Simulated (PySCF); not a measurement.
S-ethyl ethanethioate (C4H8OS), SMILES CCSC(C)=O.

Geometry: B3LYP-D3(BJ)/def2-SVP. The geometry has at least one imaginary mode, so it is a saddle point at that level. One conformer was computed; it need not be the lowest.

Two levels are set side by side: TDDFT-PBE/def2-SVPD (PySCF) and TDDFT-LC-ωPBE/def2-SVPD (PySCF). Vertical, same geometry. The lowest singlet is HOMO→LUMO 100 % with PBE and HOMO−1→LUMO 93 % with the other functional; states are paired by order. Differences are taken from unrounded values.

| quantity | TDDFT-LC-ωPBE | TDDFT-PBE | TDDFT-PBE minus TDDFT-LC-ωPBE |
|---|---|---|---|
| lowest singlet excitation (eV) | 4.76 | 4.65 | -0.12 |
| lowest triplet excitation (TDA) (eV) | 4.23 | 4.13 | -0.10 |
| first bright state (f over 0.05) (eV) | 6.08 | 5.78 | -0.30 |
| its oscillator strength | 0.08 | 0.08 | 0.00 |

Rough cost on one machine, each run with all the roots and properties that it gave: TDDFT-LC-ωPBE against TDDFT-PBE about 8 times.
